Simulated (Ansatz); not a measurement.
Level of theory: frozen-core CCSD(T)/aug-cc-pVTZ // r2SCAN-D4/def2-TZVPD run with Ansatz (an electronic-structure program).

Ansatz 0.2 input:
```yaml
crystal:
  periodic: [false, false, false]
  atoms:
    - { symbol: Si, position_ang: [-0.128483, -0.001024, -0.010404] }
    - { symbol: Cl, position_ang: [1.921692, 0.015366, 0.155612] }
    - { symbol: H, position_ang: [-0.695025, -0.61046, 1.212901] }
    - { symbol: H, position_ang: [-0.600142, 1.393583, -0.156921] }
    - { symbol: H, position_ang: [-0.498043, -0.797464, -1.201187] }
basis:
  gaussian: { orbitals: aug-cc-pVTZ }
correlation:
  method: ccsd_t
```

Output:

```
Functional definition: HF
937 factors; integrals over basis functions are off by at most 9.2e-4 eV
mean field evaluation 1: about -20414.7394 eV, gradient 1.2e1 eV
mean field evaluation 2: about -20414.8374 eV, gradient 1.3e1 eV
mean field evaluation 4: about -20415.5741 eV, gradient 1.6e0 eV
mean field evaluation 8: about -20415.5855 eV, gradient 1.9e-4 eV
mean field evaluation 16: about -20415.4414 eV, gradient 1.6e0 eV
mean field -20415.58551954 eV, -750.2589296623 hartree, gradient 9.8e-7 eV, S^2 0.000000; 0 other end points of the search recorded, 0 dependent functions left out
10 core orbitals not correlated
reference -20415.58551954 eV, -750.2589296623 hartree; 7, 7 occupied and 152, 152 virtual orbitals, 937 factors
second order -8.86868792 eV of doubles, -0.00000000 eV of singles
cycle   1  -9.58566870 eV  change   -7.2e-1 eV  update   6.1e-2
cycle   2  -9.85170473 eV  change   -2.7e-1 eV  update   1.9e-2
cycle   3  -9.87505397 eV  change   -2.3e-2 eV  update   6.2e-3
cycle   4  -9.87114494 eV  change    3.9e-3 eV  update   1.7e-3
cycle   5  -9.87081364 eV  change    3.3e-4 eV  update   5.1e-4
cycle   6  -9.87080491 eV  change    8.7e-6 eV  update   1.6e-4
cycle   7  -9.87079388 eV  change    1.1e-5 eV  update   4.4e-5
cycle   8  -9.87080401 eV  change   -1.0e-5 eV  update   1.3e-5
perturbative correction -0.36461346 eV, -0.0133992976 hartree
Total energy: -20425.82093702 eV, -750.6350743168 hartree
```

Cost: about 14 core-seconds (a rough figure).
